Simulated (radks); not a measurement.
Fractional charge and spin in the 6s shell of osmium: the spin-up occupation runs from 0 to 1 and the spin-down occupation from 0 to 1; the fullest corner is Os, [Xe] 4f14 5d(up 3, down 3) 6s(up 1, down 1). Calculated with a radial shooting solver on a logarithmic mesh with Libxc functionals: scalar-relativistic Kohn-Sham, PBE, spin-polarised, spherical densities, finite nucleus; Fermi nuclear charge, rms radius of each element as measured or else 0.836 A^(1/3) + 0.57 fm. Energy (eV) above the fullest corner. The planes named below are the two flat planes that join the four corners, with an edge along up + down = one added electron.

down \ up       0    0.25     0.5    0.75      1
0          26.482  21.518  17.015  12.967  9.368
0.25       21.518  17.071  13.074   9.522  6.407
0.5        17.015  13.074   9.573   6.506  3.865
0.75       12.967   9.522   6.506   3.912  1.732
1           9.368   6.407   3.865   1.732  0.000

Corners above the fullest one (they belong to Os+ and the next ion): (up 1, down 0) 9.368 eV, (up 0, down 1) 9.368 eV, (up 0, down 0) 26.482 eV. With half an added electron in each spin the energy lies 0.205 eV from the planes, and with half an added electron in spin up alone -0.909 eV. The planes are only a guide here: the flat-plane condition holds for ground states with one frontier orbital, while other shells are open and held unpolarised.
